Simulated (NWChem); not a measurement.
System: AlH3O; SMILES [OH][AlH2]

The following NWChem deck was run.

```
start job
memory heap 200 mb stack 900 mb global 1100 mb
geometry units angstroms noautoz
  Al     0.000000    -0.041478     0.560585
  H      0.000000     1.407140     1.213375
  H     -0.000000    -1.391714     1.381931
  O      0.000000    -0.218320    -1.134265
  H     -0.000000     0.490778    -1.778987
end
basis spherical
  Al library 6-31+g*
  H library 6-31+g*
  O library 6-31+g*
end
dft
  xc b3lyp
  iterations 150
  vectors input atomic output neutral.movecs
end
task dft energy
charge 1
dft
  odft
  mult 2
  vectors input atomic output cation.movecs
end
task dft energy
charge -1
dft
  odft
  mult 2
  vectors input atomic output anion.movecs
end
task dft energy
```

Coordinates come from a PBE0/def2-SVP optimisation.

Ions are spin-unrestricted doublets at the neutral geometry; other ion states weren't tried.

Problem. Give the results of this calculation. (B3LYP/6-31+G* (spherical d), vertical spin-unrestricted ions.) Quantities: vertical ionisation energy, ΔSCF (eV); −ε(HOMO) (eV).

Solution. 
```json
{
 "vertical ionisation energy, ΔSCF (eV)": "10.90",
 "−ε(HOMO) (eV)": "8.21"
}
```
